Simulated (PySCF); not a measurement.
B(H)(OH)(SiH3) (BH5OSi), SMILES [SiH3]BO. Atoms are numbered in the order given.

```xyz
8

B     -0.5918     0.7678     0.0000
H     -1.7575     1.0358     0.0000
O      0.2406     1.8354     0.0000
H      1.1794     1.6166     0.0000
Si     0.0650    -1.1563     0.0000
H     -0.4257    -1.8825     1.1996
H     -0.4257    -1.8825    -1.1996
H      1.5536    -1.2219     0.0000
```

The structure is a stationary point at B3LYP-D3(BJ)/def2-TZVP. The values are those of a single conformer.

These are M06-2X/def2-TZVPD (PySCF) values and carry that method's errors.

Symmetry labels are those of the subgroup Cs that the program uses (full group Cs).

Computed valence orbital energies around the gap with their symmetry:
```
orbital  symmetry  energy (eV)
-------  --------  -----------
HOMO−7         A'       -18.13
HOMO−6         A'       -16.83
HOMO−5         A'       -13.94
HOMO−4         A'       -12.91
HOMO−3         A"       -12.56
HOMO−2         A"       -10.95
HOMO−1         A'       -10.93
HOMO           A'        -9.05
LUMO           A"        -0.25
LUMO+1         A'        -0.02
LUMO+2         A'         0.73
LUMO+3         A'         0.96
```
